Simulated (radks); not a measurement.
The numbers below are computed, except where a source is named.
Species: Mo+. Configuration: [Kr] 4d5 (the NIST ground configuration). Level of theory: scalar-relativistic Kohn-Sham, PBEsol, spin-polarised, spherical densities, point nucleus; open shells are filled with parallel spins first (spin-orbit coupling, left out, can overturn this in heavy ions) (a radial shooting solver on a logarithmic mesh with Libxc functionals).

Local quantities along the radius. ELF = 1/(1 + alpha^2) is the electron localisation function; alpha = (tau - tau_W)/tau_unif compares the Pauli kinetic energy density with that of the uniform gas (summed over spins); 4 pi r^2 rho is in e/bohr; r v_xc is r times the local exchange-correlation potential of spin up (hartree bohr). tau is taken from the large components.

r (bohr)    ELF    alpha  4 pi r^2 rho    r v_xc
0.001572  1.000  0.02149         1.871  -0.08504
0.00208   1.000  0.02193         3.055   -0.1015
0.00273   0.999  0.02300         4.855   -0.1225
0.003612  0.999  0.02498         7.681   -0.1500
0.004741  0.999  0.02815         11.72   -0.1832
0.006223  0.999  0.03329         17.37   -0.2234
0.008234  0.998  0.04211         25.01   -0.2719
0.01081   0.997  0.05711         33.86   -0.3251
0.01419   0.993  0.08520         42.94   -0.3813
0.01877   0.979   0.1453         50.32   -0.4374
0.02464   0.928   0.2784         53.11   -0.4829
0.0326    0.733   0.6031         50.58   -0.5142
0.04279   0.415    1.187         45.98   -0.5322
0.05616   0.311    1.488         45.81   -0.5699
0.07431   0.503   0.9945         54.32   -0.6839
0.09754   0.733   0.6034         64.35   -0.8109
0.128     0.748   0.5800         62.88   -0.8804
0.1694    0.461    1.080         48.63   -0.8677
0.2223    0.290    1.566         40.93   -0.8797
0.2942    0.588   0.8366         47.65    -1.065
0.3862    0.776   0.5377         47.91    -1.184
0.5069    0.657   0.7231         30.83    -1.110
0.6707    0.218    1.891         14.43   -0.9057
0.8803    0.391    1.249         11.38    -1.007
1.165     0.768   0.5491         11.07    -1.157
1.529     0.699   0.6554         7.278    -1.151
2.007     0.466    1.071         3.370    -1.024
2.655     0.244    1.760         1.235   -0.8297
3.485     0.095    3.095        0.3733   -0.5862
4.574     0.019    7.175       0.07719   -0.4213
6.053     0.001    26.06      0.008341   -0.3119

On this mesh the ELF has minima near r = 0.056, 0.22, 0.77 bohr, which separate the shells, and maxima near 0.11 (0.77), 0.39 (0.78), 1.2 (0.77).

Self-consistent cycle (total energy in hartree, residual of the potential): 1: -4043.972741, 5e+00; 2: -4045.832335, 2e+00; 3: -4046.311436, 5e-01; 4: -4046.323955, 2e-01; 5: -4046.332725, 9e-03; 6: -4046.332454, 9e-03; 7: -4046.332474, 4e-04; 8: -4046.332474, 9e-05; 9: -4046.332474, 3e-06; 10: -4046.332474, 2e-06; 11: -4046.332474, 3e-07; 12: -4046.332474, 5e-08; 13: -4046.332474, 3e-09.
